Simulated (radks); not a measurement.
Effect of the nuclear size on the cobalt ion Co+, [Ar] 3d8. All-electron calculation, Dirac Kohn-Sham, exchange-only LDA, spin-unpolarised, spherical densities, finite nucleus; open shells are shared between the two j in proportion to 2j + 1; Fermi nuclear charge, rms radius 3.7875 fm. Program: a radial shooting solver on a logarithmic mesh with Libxc functionals. The rms radius is varied about that value; shifts are against it.

rms radius (fm)  total energy shift (eV)  density at nucleus (e/bohr^3)  1s1/2 shift (meV)  2s1/2 shift (meV)  3s1/2 shift (meV)
3.0792                           -0.0455                      1.728e+04              -19.4              -1.78             -0.266
3.6701                          -0.00816                      1.715e+04              -3.47             -0.320             -0.048
3.7875                                 0                      1.712e+04              0.000              0.000              0.000
3.9201                           0.00952                      1.709e+04               4.05              0.373              0.056
4.3215                            0.0402                      1.702e+04               17.1               1.58              0.235

Slopes of the eigenvalues against <r^2> in GHz/fm^2, as finite differences over the two radii next to the reference (eigenvalue slopes, not the field-shift constants of lines): 1s1/2 959, 2s1/2 88.3, 3s1/2 13.2.
